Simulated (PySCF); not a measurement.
Bonds (- single, = double, # triple, : aromatic): C1=C2, C2-Ga3, Ga3-S4, S4-C5, S4-C6. C1 carries H7, H8; C2 carries H9; Ga3 carries H10, H11; C5 carries H12, H13, H14; C6 carries H15, H16, H17. Formal charges: Ga3 -1, S4 +1. H8 is cis to Ga3; H7 is trans to Ga3.

Geometry: PBE0-D3(BJ)/def2-SVP; GIAO shifts from PySCF, gas phase, non-relativistic, averaged over equivalent atoms.

At PBE/pcSseg-1 (188 basis functions, 51 s wall time on 1 thread of an x86-64 server CPU, shared host):
| atoms | δ (ppm) |
| --- | --- |
| C2 | 152.9 |
| C1 | 144.9 |
| C5/C6 | 22.8 |
| Ga3 | 250.6 |
| S4 | -60.7 |
| H9 | 6.81 |
| H7 | 6.78 |
| H8 | 6.05 |
| H10/H11 | 4.52 |
| H12/H13/H14/H15/H16/H17 | 1.98 |

Shifts are taken against calculated references (same method and geometry level): 13C (180.03 ppm), 1H (31.20 ppm) vs TMS; GaH4- for 71Ga (1663.69 ppm); 33S (490.84 ppm) against CS2.

Question: Predict the values at PBE0/pcSseg-1 on the same geometry.

Answer: 
| atoms | δ at PBE0/pcSseg-1 | change |
| --- | --- | --- |
| C2 | 153.3 | +0.4 |
| C1 | 147.2 | +2.3 |
| C5/C6 | 21.5 | -1.3 |
| Ga3 | 230.9 | -19.7 |
| S4 | -92.2 | -31.5 |
| H9 | 6.76 | -0.05 |
| H7 | 6.73 | -0.05 |
| H8 | 6.09 | +0.04 |
| H10/H11 | 4.33 | -0.19 |
| H12/H13/H14/H15/H16/H17 | 1.96 | -0.02 |

Shifts are taken against calculated references (same method and geometry level): 13C (σref 184.41) and 1H (σref 31.27) against TMS; 71Ga (σref 1710.18) vs GaH4-; 33S (σref 495.66) vs CS2.

The largest change is at S4 (sulfur bonded to 2 C, Ga). Cost: 188 basis functions, 32 s wall time on 1 thread of an x86-64 server CPU, shared host. The order of the carbon signals is the same at both levels.

Relativistic effects, spin–orbit coupling among them, are left out; they matter for Ga and for the light atoms bonded to it.
